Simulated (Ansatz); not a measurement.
A run for Ansatz (an electronic-structure program): R-wB97X-V/def2-TZVPP on HIOSi (SMILES O[Si]I), a point of a torsion scan. Elements past Kr take the def2 small-core potentials; no spin–orbit coupling.

Ansatz 0.2 input:
```yaml
crystal:
  periodic: [false, false, false]
  atoms:
    - {symbol: O, position_ang: [-1.05727059, 0.11794178, 0.20643172]}
    - {symbol: Si, position_ang: [0.23072486, 1.02882061, -0.09352197]}
    - {symbol: I, position_ang: [0.60803783, 0.64449322, -2.55209379]}
    - {symbol: H, position_ang: [-1.37677468, -0.69178142, -0.18994522]}
basis:
  gaussian:
    orbitals: def2-TZVPP
hamiltonian:
  xc: {name: wB97X-V}
scf: {lower_state_search: off}
```

Q: Predict the final total energy.

A: -663.0376 hartree.
